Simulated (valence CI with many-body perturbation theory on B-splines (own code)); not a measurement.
## I XLVIII in brief

Calculated by configuration interaction combined with many-body perturbation theory (CI+MBPT): four valence electrons over a frozen Dirac-Fock core [He], a basis of 9 s, 9 p, 8 d, 6 f, 3 g, 1 h functions for each j, with the one-electron correlation potential Σ1 (screened to all orders), the two-electron term Σ2, the three-electron term Σ3, Breit, model QED; selected single and double excitations, second order for the rest, scaled by the run's own slope (own B-spline code, finite nucleus).

The last digits are not significant, and no measured levels were compared; by estimate large intervals hold to a few tenths of a per cent, small ones and those within an open d or f shell to about a per cent.

Levels are named by their leading jj configuration (3d3/2^4 stands for four electrons in 3d with j = 3/2), which in mixed levels can hold well under half, so a name can repeat and another be missing.

Rates and lifetimes use the calculated energies. Strong lines usually hold to 10 to 20 %, long lifetimes can be off by a factor of two.

(1) What is the ground level?

(2) What is the ionisation energy?

(3) Where does the other parity begin?

(4) Name the longest-lived excited levels whose lifetime is computed, and their main decay.

(5) How well does LS coupling describe the low levels?

## Answers

(1) (2s^2 2p1/2^2) J=0, composition 71 % 2s2.2p2 3P + 29 % 2s2.2p2 1S.

(2) 8602.1 eV; NIST lists 8601 ± 4 eV (theoretical).

(3) At (2s 2p1/2^2 2p3/2) J=2, 486.0 eV.

(4) (2s^2 2p1/2 2p3/2) J=2 at 320.7 eV lives 4.06 μs, mostly by E2 to (2s^2 2p1/2^2) J=0; (2s^2 2p1/2 2p3/2) J=1 at 305.3 eV lives 5.33 ns, mostly by M1 to (2s^2 2p1/2^2) J=0.

(5) Among the lowest 20 levels the leading LS term, summed over configurations, holds 66 % on average. For single configurations the figures are 66 % in LS and 99 % in jj coupling. Terms mix most in the J = 1 level at 545.6 eV, where the leading one holds 37 %.
